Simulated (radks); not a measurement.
Q: Species: Hf46+. Configuration: [Ar] 3d8. Method: scalar-relativistic Kohn-Sham, PBEsol, spin-polarised, spherical densities, finite nucleus; open shells are filled with parallel spins first (spin-orbit coupling, left out, can overturn this in heavy ions); Fermi nuclear charge, rms radius 5.347 fm; computed with a radial shooting solver on a logarithmic mesh with Libxc functionals. Some entries of the table are withheld. Estimate them.

orbital  occ.  eigenvalue (eV)  <r^2> (bohr^2)
1s up       1        -67745.56       0.0004953
1s down     1        -67745.39       0.0004953
2s up       1        -13612.06        0.007595
2s down     1        -13603.64        0.007590
2p up       3        -12263.24        0.006233
2p down     3        -12256.51        0.006226
3s up       1        -4812.873         0.04678
3s down     1        -4803.650         0.04685
3p up       3        -4408.020             (1)
3p down     3        -4398.707             (2)
3d up       5        -3961.149             (3)
3d down     3        -3949.605             (4)

A: 
(1) 3p up <r^2> (bohr^2): 0.04658
(2) 3p down <r^2> (bohr^2): 0.04667
(3) 3d up <r^2> (bohr^2): 0.03758
(4) 3d down <r^2> (bohr^2): 0.03768
